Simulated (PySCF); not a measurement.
Problem. Write Cartesian coordinates for InChI=1S/CH3Br/c1-2/h1H3 as optimised with PBE0-D3(BJ)/def2-SVP.

Solution. 
```xyz
5
CH3Br angstrom
C     -0.044    0.039   -0.026
Br     1.844    0.435    0.007
H     -0.229   -0.707   -0.807
H     -0.588    0.965   -0.243
H     -0.333   -0.354    0.955
```

Orientation and origin are arbitrary. Atoms count from 1 in this order. 

Bonds between heavy atoms (Å): C1–Br2 1.929.

Theory: PySCF 2.14.0, PBE0-D3(BJ)/def2-SVP geometry optimisation, gas phase.

Point group: C3v (every atom within 0.08 Å of its image). Stationary, but not proved a minimum.

The run took 2.5 s of wall time on one thread of an AMD EPYC 9R45, no GPU (shared host), and the process peaked at 0.29 GiB of memory. That covers the optimisation of the geometry.


Question: Give a PBE0-D3(BJ)/def2-SVP geometry of InChI=1S/C4HF5/c5-2-1-3(6)4(7,8)9/h2H.

Answer: 
Z-matrix in Å and degrees, rows numbered from 1:
```
F 
C   1  1.3223
C   2  1.3083  1  123.54
C   3  1.3052  2  176.67  1  -138.13
F   4  1.3276  3  124.12  1    94.42
C   4  1.5117  3  124.60  5   179.99
F   6  1.3252  4  111.13  3    -0.17
F   6  1.3318  4  110.27  3  -120.61
F   6  1.3307  4  110.43  3   120.50
H   2  1.0960  1  113.11  3   179.90
```

The 3 C–C bonds span 1.305 Å (C3=C4, drawn double) to 1.512 Å (C4–C6, drawn single), a spread of 0.207 Å.

Computed with PySCF 2.14.0, PBE0-D3(BJ)/def2-SVP geometry optimisation, gas phase.

Point group: C1 (no symmetry element, even within 0.4 Å). Stationary, but not proved a minimum.
